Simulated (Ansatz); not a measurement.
CH$_{7}$BFNOSi, SMILES `BN[Si](C)(O)F` from Hartree–Fock to CCSD(T)

| atom | x (Å) | y (Å) | z (Å) |
| --- | --- | --- | --- |
| B1 | 1.9654 | 0.8547 | 0.2123 |
| N2 | 0.8837 | 0.3581 | 0.9485 |
| Si3 | -0.7004 | -0.0086 | 0.3719 |
| C4 | -0.7194 | -0.5273 | -1.3954 |
| O5 | -1.2569 | -1.1316 | 1.4219 |
| F6 | -1.6483 | 1.2752 | 0.4995 |
| H7 | 1.8355 | 1.0366 | -0.9647 |
| H8 | 3.0035 | 1.0882 | 0.7606 |
| H9 | 1.0256 | 0.2152 | 1.9397 |
| H10 | -1.7411 | -0.7551 | -1.7095 |
| H11 | -0.1073 | -1.4189 | -1.5444 |
| H12 | -0.3367 | 0.2642 | -2.0422 |
| H13 | -2.2037 | -1.2506 | 1.5018 |

Charge 0, multiplicity 1. Geometry: relaxed with PBE0-D4/def2-TZVP. It is one conformer, not always the lowest. Frozen core, restricted reference, Ansatz 0.2.0. CBS rows extrapolate triple and quadruple zeta; past MP2 they add the triple-zeta difference.

```tsv
basis	HF (Eh)	MP2 corr.	CCSD corr.	(T)	CCSD(T) total
def2-TZVPP	-584.67028	-1.09378	-1.13295	-0.03973	-585.84296
def2-QZVPP	-584.69427	-1.18041	–	–	–
CBS(def2)	-584.69758	-1.24458	-1.28375	as TZ	-586.02106
```
